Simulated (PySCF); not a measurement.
# Assignment exercise: C$_{6}$H$_{10}$O$_{2}$Si

Cartesian coordinates in Å; atom numbers follow the order of the lines, from 1:
```xyz
19

C     3.4387    0.1839   -0.7104
O     2.9451   -0.7915    0.1869
C     1.6257   -0.7402    0.4360
C     0.8776   -1.5665    1.2265
C    -0.4418   -1.0700    1.1327
C    -0.4204    0.0133    0.3000
Si   -1.7162    1.2120   -0.3151
C    -3.4199    0.4198   -0.0591
O     0.8696    0.2118   -0.1260
H     4.5062   -0.0063   -0.7976
H     2.9630    0.0915   -1.6907
H     3.2673    1.1937   -0.3269
H     1.2330   -2.4050    1.7862
H    -1.3075   -1.4698    1.6205
H    -1.4761    1.4809   -1.7391
H    -1.6298    2.4783    0.4291
H    -3.4954   -0.5349   -0.5713
H    -4.2057    1.0630   -0.4423
H    -3.6232    0.2451    0.9931
```

[PySCF 2.14.0 with density-fitted response routines: PBE0/pcSseg-1 with gauge-including orbitals; coordinates at the GFN2-xTB level; equivalent nuclei averaged; relativity neglected; in vacuum; single conformer]

Referencing at the same level of theory: TMS for ¹³C (σ = 186.93 ppm), ¹H (σ = 31.72 ppm).

(1) Assign these signals to the numbered atoms. ¹³C{¹H} NMR (computed): δ 173.3 (C), 142.9 (C), 131.8 (CH), 89.6 (CH), 56.2 (CH3), -9.0 (CH3).

(2) Assign these signals to the numbered atoms. ¹H NMR (400 MHz, computed): δ 6.95 (m, 1H), 5.60 (m, 1H), 4.74 (q, 2H), 4.08 (s, 3H), 0.34 (t, 3H).

## Answers

(1) 
```tsv
δ (ppm)	atoms	environment	reason
173.3	C3	aromatic carbon bearing oxygen	σ withdrawal by the attached heteroatom moves it downfield of the ring CH carbons
142.9	C6	substituted aromatic carbon next to the ring oxygen	–
131.8	C5	aromatic CH	the aromatic region
89.6	C4	aromatic CH	–
56.2	C1	methyl carbon bonded to O	deshielded by the electronegative neighbour
-9.0	C8	methyl carbon bonded to Si	an electropositive neighbour leaves it electron-rich and shielded
```

(2) 
```tsv
δ (ppm)	atoms	environment	reason
6.95	H14	hydrogen on an aromatic CH	aromatic region
5.60	H13	hydrogen on an aromatic CH	–
4.74	H15/H16	hydrogen on a silicon bonded to 2 C	–
4.08	H10/H11/H12	hydrogen on a methyl carbon bonded to O	its carbon carries O, an electronegative neighbour
0.34	H17/H18/H19	hydrogen on a methyl carbon bonded to Si	an electropositive neighbour shields it, as in TMS itself
```

Shifts are as computed. Against solution values, carbons near 30 ppm lie about +3 ppm off and those near 130 ppm about +5 ppm. Of 1211 compounds with measured shifts, 218 miss one by over three times the rms of a fit or turn the order of signals round; such compounds aren't used in these exercises. No couplings were computed; multiplicities are counted from neighbouring protons, with m where these are inequivalent, close in shift, in a saturated or five-membered ring or joined by F or P, and br s for small geminal =CH2 splittings.
